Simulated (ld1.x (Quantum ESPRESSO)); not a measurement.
**What one change does to a pseudopotential (Os, ultrasoft)**

- Element: Os (Z = 76)
- Generator: ld1.x (Quantum ESPRESSO) 7.5
- Type: ultrasoft
- Functional: PW91
- Relativity: scalar-relativistic
- Frozen core: [Xe] 4f14
- Valence charge: 8
- Reference configuration: 5d6 6s2 6p0
- Partial waves: 6s (bound): rcut 2.15, rcutus 2.95 bohr; 6s channel at -0.1 Ry: rcut 2.15, rcutus 2.95 bohr; 6p (bound, empty): rcut 3.20, rcutus 3.50 bohr; 6p channel at 1.3 Ry: rcut 3.20, rcutus 3.50 bohr; 5d (bound): rcut 1.95, rcutus 2.10 bohr; 5d channel at 0.45 Ry: rcut 1.95, rcutus 2.10 bohr; 5f channel at 0.3 Ry: rcut 2.10, rcutus 2.70 bohr; 5f channel at 2.2 Ry: rcut 2.10, rcutus 2.70 bohr
- Local potential: all-electron potential smoothed inside 2.15 bohr (lloc = -2)
- Core correction: Bessel-smoothed model core, default radius (core density twice the valence density)
- Augmentation charge: built from norm-conserving waves at rcut, not smoothed further

All-electron outer shells of the reference configuration (PW91, scalar-relativistic, ld1.x):

```json
{"shell": "4f", "level (eV)": "-52.06", "outermost node (bohr)": "–", "outermost maximum (bohr)": "0.40"}
{"shell": "5p", "level (eV)": "-50.90", "outermost node (bohr)": "0.55", "outermost maximum (bohr)": "1.03"}
{"shell": "5d", "level (eV)": "-6.31", "outermost node (bohr)": "0.60", "outermost maximum (bohr)": "1.36"}
{"shell": "6s", "level (eV)": "-6.21", "outermost node (bohr)": "1.20", "outermost maximum (bohr)": "2.48"}
{"shell": "6p", "level (eV)": "-1.33", "outermost node (bohr)": "1.44", "outermost maximum (bohr)": "3.56"}
```

Change: fully relativistic; removed wave 5f channel at 2.2 Ry: rcut 2.10, rcutus 2.70 bohr.

Cutoffs: the cutoffs (Ry, on a coarse ladder) from which the occupation-weighted sum of valence levels, in a spherical-Bessel basis at the reference potential, stays within 10 and 1 mRy of its value at 400 Ry; they do not see the model core or the augmentation charge, which bear on the density cutoff. Errors are all-electron minus pseudo energies relative to the spin-unpolarised reference configuration.

Question: What does the change do?

Answer: Both files keep a bound ghost (p); the number of tests that count goes from 7 to 6; of the 6 tests that both files solve, the error grows in 0 and shrinks in 3 by more than 15 % and 0.3 meV (median size 29.1 → 24.9 meV).

```csv
quantity,base,changed
"cutoffs, loose and tight","25 Ry, 40 Ry",not determined
bound ghosts,p,"p3/2 (p1/2 not tested, overlap not positive)"
"tests counted (converged, no solver errors)",7 of 7,6 of 7
"error for 5d6 6s1 6p0, meV [ΔE 9.65 → 9.65 eV]",-12,-8.3
"error for 5d6 6s0 6p0, meV [ΔE 26.64 → 26.65 eV]",-54,-44
"error for 5d5 6s0 6p0, meV [ΔE 55.57 eV]",-104,-98
"error for 5d5 6s2 6p0, meV [ΔE 11.14 → 11.15 eV]",-38,-39
"error for 5d6 6s0 6p2, meV [ΔE 10.52 → 10.40 eV]",+21,+1.5
"error for 5d6.5 6s1.5 6p0, meV [ΔE 0.06 eV]",-12,-11
s: phases at 3.81 bohr within 0.05 rad from the reference energy up to (Ry; the scan ends near 5),1.6,1.6
lowest overlap eigenvalue by channel,"s 0.32, p 0.44, d 1.00, f 0.96","s 0.32, p1/2 -0.09, p3/2 0.49, d3/2 1.00, d5/2 1.00, f5/2 1.00, f7/2 1.00"
```

Changed file: the overlap operator is not positive definite in a basis up to 400 Ry (lowest eigenvalue p1/2 -0.09), so the file is unfit for use: the generalised eigenproblem breaks down once the basis is large enough, and its test numbers describe a broken file. Tests not counted: 5d6 6s0 6p1 (pseudo-atom not self-consistent, printed error +53.2 eV). A true bound ghost makes a file unfit for plane-wave use even where its test errors are small: the radial tests pick states by their node count and pass the ghost by. Where a test does run into it, the solver fails or the error is huge.
